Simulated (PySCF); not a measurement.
## Pm(SH)3: from a saddle point downhill

PySCF 2.14.0, RKS PBE0, Pm lcecp-1-SVP with ECP50, S def2-SVP, H def2-SVP; non-relativistic Hamiltonian with scalar-relativistic core potentials where named; density fitting; no spin-orbit coupling. Relaxed within the symmetry of its start, the geometry (C3v) is

```xyz
7

Pm    0.0000    0.0000   -0.3969
S     2.4661    0.0000    0.5415
H     2.1092    0.0000    1.8463
S    -1.2331    2.1357    0.5415
H    -1.0546    1.8267    1.8463
S    -1.2331   -2.1357    0.5415
H    -1.0546   -1.8267    1.8463
```

and its lowest harmonic modes are -271, -176, -176, 72, 83, 83 cm⁻¹ (negative: unstable). It was moved along the lowest mode and relaxed again, within the group C3 that the move left.

Question: Where does it end, and how much lower?

Answer: In C3, nearly C3h, 0.366 eV lower, after 26 steps:
```xyz
7

Pm    0.0000    0.0000    0.8904
S     2.6094    0.3996    0.9804
H     2.9279   -0.9170    0.9783
S    -1.6507    2.0600    0.9804
H    -0.6699    2.9941    0.9783
S    -0.9587   -2.4596    0.9804
H    -2.2581   -2.0772    0.9783
```

Question: How do the contacts change?

Answer: 
| contact | saddle (Å) | end (Å) |
| --- | --- | --- |
| Pm1–S2 (SH) | 2.639 | 2.641 |
| Pm1–S4 (SH) | 2.639 | 2.641 |
| Pm1–S6 (SH) | 2.639 | 2.641 |


Question: Is the end a minimum?

Answer: Yes, as far as the noise of the softest modes lets one tell (those above −25 cm⁻¹ count as noise); lowest modes 18, 63, 63, 192, 210, 210 cm⁻¹.

An lcecp potential fixes the number of 4f electrons, so in runs with it no electron can move into or out of that shell.

State: singlet in the valence, with the 4f electrons in the core potential.
